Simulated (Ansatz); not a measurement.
`[OH][Ge]([F])([F])[F]` → `[F][Ge][F]` + `OF` at 700 K and 1 bar (germylene formation by 1,1-elimination).

Computed with Ansatz on PBE0-D4/def2-TZVP structures; ΔE is electronic, products minus reactants. CBS: MP2 limit from def2 TZ/QZ plus the TZ coupled-cluster correction, frozen cores. This one scheme is used for every species. For Ge outer-core shells are correlated without core-valence functions, which leaves a few kJ/mol of doubt a bond. Scalar relativity is left out up to krypton. Each species was taken in one conformer, which may not be the lowest.

```
                species  CCSD(T)/CBS energy (Eh)  H − E (kJ/mol)  S (J/(mol·K))
`[OH][Ge]([F])([F])[F]`              -2451.40975           117.5          430.4
           `[F][Ge][F]`              -2275.77030            42.7          315.6
                   `OF`               -175.42775            63.3          259.3
```

H − E and S are ideal-gas, rigid-rotor, harmonic terms from PBE0-D4/def2-TZVP, for one conformer and one mirror image of each species. 1 Eh = 2625.50 kJ/mol, R = 8.31446 J/(mol·K).

Problem. By hand: ΔE, ΔH, ΔS and ΔG.

Solution. ΔE = (-2275.77030) + (-175.42775) − (-2451.40975) = 0.21170 Eh = 555.8 kJ/mol. Δ(H − E) = 42.7 + 63.3 − 117.5 = -11.5, so ΔH = 544.3 kJ/mol. ΔS = 315.6 + 259.3 − 430.4 = 144.5 J/(mol·K). ΔG = 544.3 − 700 × (144.5)/1000 = 443.1 kJ/mol.

Problem. By hand: the equilibrium constant, and the temperature at which ΔG would vanish if ΔH and ΔS stayed fixed.

Solution. log₁₀ K = −ΔG/(RT ln 10) = -33.1. ΔG = 0 at ΔH/ΔS = 3767 K, far beyond where these terms or the molecules hold.

The number of gas molecules changes by +1, which sets the sign of ΔS. A doubt of 5 kJ/mol in ΔE shifts log₁₀ K by 0.4 here. Other conformers and mirror images would add mixing entropy, several J/(mol·K) or more a flexible species. These are equilibria of isolated gas molecules and say nothing of rates. Largest T1 diagnostic: 0.015 (customary marks: 0.02 for closed shells, 0.045 for open ones).
